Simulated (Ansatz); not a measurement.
Gas-phase electronic energies from Ansatz, PBE0-D4/def2-TZVP geometries. CCSD(T)/CBS is the MP2 limit (def2-TZVPP, def2-QZVPP) plus CCSD(T) − MP2 in def2-TZVPP, frozen cores. This one scheme is used for every species. DFT in def2-TZVPP. One conformer a species, not always the lowest.

Reaction (ligand exchange at a B–F bond): `FB[SiH3]` + CH₃SH → `CSB[SiH3]` + H–F

`FB[SiH3]`:

Cartesian coordinates in Å:
```
F 0.322 1.796 -1.211
B -0.413 0.774 -0.810
Si 0.292 -0.549 0.566
H -1.507 0.684 -1.302
H 0.186 -1.928 0.012
H -0.579 -0.483 1.774
H 1.699 -0.294 0.971
```

CH₃SH:

Cartesian coordinates in Å:
```
C 0.223 -0.236 0.369
S 0.146 0.627 -1.216
H -0.096 0.405 1.189
H 1.270 -0.499 0.520
H -0.366 -1.152 0.354
H -1.176 0.856 -1.216
```

`CSB[SiH3]`:

```xyz
11

C    -0.317    0.053    2.391
S    -0.545   -0.737    0.778
B     0.229    0.290   -0.403
Si    0.176   -0.279   -2.328
H     0.226   -0.629    3.045
H    -1.296    0.259    2.825
H     0.240    0.980    2.273
H     0.767    1.297   -0.046
H     1.563   -0.436   -2.852
H    -0.546   -1.565   -2.533
H    -0.495    0.767   -3.151
```

H–F:

Cartesian coordinates in Å:
```
F 0.099 -0.307 -0.328
H -0.099 0.307 0.328
```

```
  level  ΔE (kcal/mol)
 revPBE            4.2
r2SCAN0            4.3
```

Task: What does CCSD(T)/CBS give? (An estimate is asked.)

Result: The calculation gave: +3.0 kcal/mol. The listed levels differ from it by 1.2, 1.3 kcal/mol.

Largest T1 diagnostic among the species: 0.015.

In def2-TZVPP, CCSD(T) changes the Hartree–Fock value by −8.9 kcal/mol (the triples alone add −1.7 kcal/mol) and MP2 by −10.9 kcal/mol. At CCSD(T), def2-SVP lies +4.5 kcal/mol from the extrapolated value and def2-TZVPP +1.1 kcal/mol. Leaving LDA and LC-ωPBE aside and taking each functional with its dispersion term where it has one, the values, not all of them listed here, spread over 6.4 kcal/mol, from revPBE-D4 to CAM-B3LYP-D4. LDA lies −1.9 kcal/mol from PBE without D4.
